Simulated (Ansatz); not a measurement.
Reaction (formal exchange of groups at the Si–C bond): `C[SiH2]C=O` + `F[SiH]([SiH3])OC=S` → `C[SiH2][SiH](F)[SiH3]` + `O=COC=S`

Isolated molecules relaxed with PBE0-D4/def2-TZVP in Ansatz; ΔE leaves out vibrations. CBS: MP2 limit from def2 TZ/QZ plus the TZ coupled-cluster correction, frozen cores. DFT in def2-TZVPP. B3LYP here is the variant with VWN-RPA as its local correlation; programs differ in this. Each species was taken in one conformer, which may not be the lowest.

`C[SiH2]C=O`:

Cartesian coordinates in Å:
```
C 0.576 0.248 1.301
Si -0.654 0.325 -0.092
C 0.000 -0.696 -1.587
O 1.060 -1.271 -1.556
H 1.539 0.649 0.979
H 0.732 -0.787 1.612
H 0.232 0.822 2.164
H -0.883 1.713 -0.583
H -1.980 -0.247 0.276
H -0.623 -0.756 -2.513
```

`F[SiH]([SiH3])OC=S`:

Z-matrix (Å, degrees):
```
Si
Si 1 2.347
O 1 1.670 2 112.0
F 1 1.596 2 108.7 3 119.0
H 1 1.477 2 115.8 3 -118.9
H 2 1.486 1 108.8 3 57.3
H 2 1.486 1 110.4 3 -63.0
H 2 1.485 1 108.6 3 176.8
C 3 1.333 1 126.5 2 41.2
S 9 1.604 3 124.4 1 178.5
H 9 1.096 3 114.0 1 -1.6
```

`C[SiH2][SiH](F)[SiH3]`:

Cartesian coordinates in Å:
```
C -1.036 0.715 -2.403
Si 0.217 0.716 -1.007
Si -0.459 -0.629 0.792
F -0.789 -2.117 0.251
Si 1.163 -0.760 2.479
H -1.186 -0.298 -2.781
H -0.693 1.342 -3.229
H -1.999 1.096 -2.059
H 0.404 2.091 -0.460
H 1.543 0.242 -1.493
H -1.724 -0.094 1.376
H 1.410 0.617 2.989
H 2.438 -1.303 1.938
H 0.711 -1.618 3.607
```

`O=COC=S`:

Z-matrix (Å, degrees):
```
C
O 1 1.369
O 1 1.186 2 125.8
H 1 1.097 2 108.0 3 -180.0
C 2 1.358 1 118.2 3 0.0
S 5 1.598 2 122.0 1 -179.9
H 5 1.088 2 112.9 1 0.1
```

**Question.** Is it downhill or uphill in electronic energy at CCSD(T)/CBS, and by how much? (Estimate.)

**Answer.** Ansatz gave: Uphill: ΔE = +71.0 kJ/mol.

**Question.** What do these levels give: PBE-D4, r2SCAN-D4, PBE0-D4, B3LYP-D4, ωB97M-V, PBE, B3LYP, HF/def2-TZVPP, CCSD/def2-TZVPP, CCSD(T)/def2-TZVPP, MP2/CBS(def2), CCSD/CBS(def2)? (Best estimate.)

**Answer.** The calculation gave: PBE-D4 43.8, r2SCAN-D4 56.2, PBE0-D4 48.5, B3LYP-D4 66.0, ωB97M-V 69.8, PBE 43.1, B3LYP 64.9, HF/def2-TZVPP 77.6, CCSD/def2-TZVPP 70.2, CCSD(T)/def2-TZVPP 66.9, MP2/CBS(def2) 75.8, CCSD/CBS(def2) 74.2 kJ/mol.

Largest T1 diagnostic among the species: 0.018.

From PBE to PBE0 (25 % exact exchange), in def2-TZVPP and without D4, ΔE moves by +4.9 kJ/mol. In def2-TZVPP, CCSD(T) changes the Hartree–Fock value by −10.7 kJ/mol (the triples alone add −3.2 kJ/mol) and MP2 by −5.8 kJ/mol.
